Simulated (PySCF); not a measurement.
Calculation: PBE-D3(BJ)/def2-TZVP // r2SCAN-D4/def2-SVP (PySCF 2.14.0). Gas-phase values, no solvent. One relaxed conformer stands for a flexible species; it need not be the lowest. Excitations are Tamm–Dancoff values on a coarser integration grid. The basis has no diffuse functions, so Rydberg states are missing or too high.

Reference species (SMILES): `Bc1c2c(ccs2)ccc1C#N` (neutral, multiplicity 1).

* **T1 excitation (TDA)**: 2.30 eV
* **S1 oscillator strength**: 0.028
* **LUMO**: -3.65 eV
* **HOMO–LUMO gap**: 2.51 eV

Changed species: `N#Cc1cc2ccsc2cc1B`.

**Question.** Predict the effect on the T1 excitation (TDA), S1 oscillator strength, LUMO and HOMO–LUMO gap.

**Answer.** the T1 excitation (TDA) goes up by 0.34 eV, to 2.64 eV; the S1 oscillator strength rises by 0.059, to 0.087; the LUMO rises by 0.21 eV, to -3.44 eV; the HOMO–LUMO gap increases by 0.32 eV, to 2.83 eV.
